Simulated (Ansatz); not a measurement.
Wavefunction ladder for C3H7AlS

Cartesian coordinates in Å:
```
C 0.7201 -0.8097 -1.1378
C -0.0263 -0.0314 -0.1048
S 0.0050 1.8158 -0.3104
C 0.2972 -0.1643 1.4099
Al -1.4753 0.4911 1.0262
H 0.3130 -0.6611 -2.1416
H 0.6359 -1.8751 -0.9047
H 1.7881 -0.5571 -1.1591
H -0.7605 1.9176 -1.4162
H 1.1637 0.3714 1.8077
H 0.3532 -1.2211 1.6791
H -3.0141 0.7238 1.2518
```

Total charge 0; spin multiplicity 1. The bonds changed during the relaxation, so this is another structure than the one it started from. All single points use the PBE0-D4/def2-TZVP geometry. It is one conformer, not always the lowest. Frozen core, restricted reference, Ansatz 0.2.0. CBS rows extrapolate triple and quadruple zeta; past MP2 they add the triple-zeta difference.

| basis | HF (Eh) | MP2 corr. | CCSD corr. | (T) | CCSD(T) total |
| --- | --- | --- | --- | --- | --- |
| def2-TZVPP | ? | ? | -0.82719 | -0.03886 | ? |
| def2-QZVPP | -757.14420 | -0.83254 | – | – | – |
| CBS(def2) | -757.14744 | ? | ? | as TZ | ? |

Question: Fill in the withheld values. (Estimate.)

Answer: The calculation gave: def2-TZVPP HF (Eh): -757.12067; def2-TZVPP MP2 corr.: -0.77879; def2-TZVPP CCSD(T) total: -757.98672; CBS(def2) MP2 corr.: -0.87236; CBS(def2) CCSD corr.: -0.92076; CBS(def2) CCSD(T) total: -758.10706.
